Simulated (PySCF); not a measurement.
An unknown shows these calculated signals:

$^{1}$H NMR (300 MHz, computed): δ 5.35 (m, 1H), 5.32 (m, 1H), 4.24 (d, 3H), 4.07 (m, 1H), 2.20 (d, 1H), 1.33 (m, 1H).

$^{13}$C{$^{1}$H} NMR (computed): δ 232.9 (C), 87.1 (CH), 82.9 (C), 60.7 (CH), 1.6 (CH).

Computational details: shielding tensors at PBE0/pcSseg-1 (GIAO), GFN2-xTB geometry, in PySCF 2.14 (one computed conformer, one averaged value for each set of equivalent atoms, no relativistic terms, in vacuum).

δ = σ(ref) − σ, references computed at the same level: $^{1}$H (31.72 ppm) and $^{13}$C (186.93 ppm) against TMS.

Question: Which of these does the molecule contain: a heteroaromatic ring, an N-methyl group, a Si–CH3 group, a Si–H bond, a C≡C triple bond?

Answer: 
- A heteroaromatic ring: no.
- An N-methyl group: no.
- A Si–CH3 group: no.
- A Si–H bond: yes (δH 5.32 (m), 5.35 (m)).
- A C≡C triple bond: yes (δC 87.1, 82.9; δH 2.20 (d)).

The data belong to `C#C[C@@H]1C(=O)[SiH2][C@@H]1[SiH3]`, C$_{5}$H$_{8}$OSi$_{2}$; they needn't prove each group on their own.

Carbon signals by region: 1 in the far downfield region (above 160 ppm), 3 at 50–100 ppm, 1 below 50 ppm. Above 160 ppm: 232.9, carbonyl carbon.

Shifts are as computed. Against solution values, carbons near 30 ppm lie about +3 ppm off and those near 130 ppm about +5 ppm. Of 1211 compounds with measured shifts, 218 miss one by over three times the rms of a fit or turn the order of signals round; such compounds aren't used in these exercises. No couplings were computed; multiplicities are counted from neighbouring protons, with m where these are inequivalent, close in shift, in a saturated or five-membered ring or joined by F or P, and br s for small geminal =CH2 splittings.
